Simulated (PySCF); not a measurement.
Compound: (F2Al-mu-PH2)2.
Z-matrix (Å and degrees, PBE0-D3(BJ)/def2-SVP geometry), rows numbered from 1:
```
Al
F   1  1.6648
F   1  1.6646  2  121.55
P   1  2.4271  2  110.60  3  -132.38
Al  4  2.4263  1   92.72  2  -111.25
F   5  1.6650  4  110.72  1   111.08
F   5  1.6647  4  110.89  1  -111.29
P   1  2.4258  2  110.77  3   132.54
H   4  1.4138  1  115.37  2   128.96
H   4  1.4138  1  115.71  2     9.20
H   8  1.4139  1  115.76  2  -128.51
H   8  1.4141  1  115.53  2    -8.54
```

NICS is the negative of the GIAO shielding at a point without a nucleus: at the ring centre (0) and 1 Å above and below it (1); zz is the component along the ring normal. Level: GIAO B3LYP/pcSseg-1 (pcSseg-2 on Al) (PySCF, non-relativistic, gas phase) on the PBE0-D3(BJ)/def2-SVP geometry, one conformer.

Ring bond lengths (Å): Al1–P4 2.427, P4–Al5 2.426, Al5–P8 2.427, P8–Al1 2.426.

**Question.** What do the NICS probes read (ppm)?

**Answer.** 
```tsv
ring	type	NICS(0)	NICS(1), two faces	NICS(1)zz, two faces	rms pucker (Å)	centre to ring atoms, mean (Å)
Al1–P4–Al5–P8	4-membered ring with 2 Al and 2 P	0.5	-1.0 / -1.0	4.5 / 4.5	0.00	1.72
```

**Question.** What do they say, and how far can they be read as aromaticity?

**Answer.** 
- Al1–P4–Al5–P8: mean NICS(1)zz 4.5 ppm, deshielded. Al1, P4, Al5, P8 have four or more neighbours, and the NICS criterion for π rings isn't applied.

**Question.** At the first NICS(1) probe listed for ring Al1–P4–Al5–P8, 1 Å off the ring, what do the in-plane components average?

**Answer.** The isotropic value is a third of the trace: (3 × -1.0 − (4.5))/2 = -3.8 ppm.

**Question.** How shielded are the nuclei of the rings and their hydrogens (means over atoms taken as equivalent)?

**Answer.** 
| atoms | environment | σ isotropic (ppm) | principal values of the symmetric part, first atom (ppm) |
| --- | --- | --- | --- |
| Al1 (×2) | aluminium bonded to 2 F and 2 P | 479.9 | 445.0, 464.1, 530.4 |
| P4 (×2) | phosphorus bonded to 2 Al and 2 H | 515.4 | 493.6, 526.0, 526.6 |
| H9 (×4) | hydrogen on phosphorus | 28.26 | 24.4, 24.6, 35.7 |

**Question.** How do the values depend on the level or the medium?

**Answer.** 
| level | NICS(0), Al1–P4–Al5–P8 | mean NICS(1)zz, Al1–P4–Al5–P8 |
| --- | --- | --- |
| B3LYP/pcSseg-1 (pcSseg-2 on Al), gas | 0.5 | 4.5 |
| PBE/pcSseg-1 (pcSseg-2 on Al), gas | 0.3 | 4.5 |
| PBE0/pcSseg-1 (pcSseg-2 on Al), gas | 0.4 | 4.5 |

The geometry is the same throughout.
